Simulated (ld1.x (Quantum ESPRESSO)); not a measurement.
**Pseudopotential generation for Be (Z = 4): RRKJ, revPBE, scalar-relativistic.**

- Element: Be
- Generator: ld1.x (Quantum ESPRESSO) 7.5
- Type: norm-conserving RRKJ (Kleinman–Bylander form)
- Functional: revPBE
- Relativity: scalar-relativistic
- Frozen core: [He]
- Valence charge: 2
- Reference configuration: 2s2 2p0
- Partial waves: 2p (bound, empty): rc 4.20 bohr; 3d channel at -0.1 Ry: rc 3.35 bohr; 2s (bound): rc 1.30 bohr
- Local potential: the s channel
- Core correction: none
- rho0: 0.02

All-electron outer shells of the reference configuration (revPBE, scalar-relativistic, ld1.x):

| shell | level (eV) | outermost node (bohr) | outermost maximum (bohr) |
| --- | --- | --- | --- |
| 1s | -106.34 | – | 0.27 |
| 2s | -5.62 | 0.59 | 2.04 |
| 2p | -1.99 | – | 2.31 |

(1) Estimate the cutoffs (Ry, on a coarse ladder) from which the occupation-weighted sum of valence levels, in a spherical-Bessel basis at the reference potential, stays within 10 and 1 mRy of its value at 400 Ry.

(2) What does a ghost test show?

(3) Tests: 2s1 2p0; 2s1.5 2p0; 2s1 2p1; 2s0 2p1; 2s0 2p2. Which has the largest error in its energy relative to the reference configuration, and how large is it?

## Answers

(1) 25 Ry and 50 Ry.

(2) No extra level below or beside the all-electron valence levels (p, d, s, f tested).

(3) 2s0 2p1, with -217 meV (all-electron minus pseudo) on +13.51 eV.
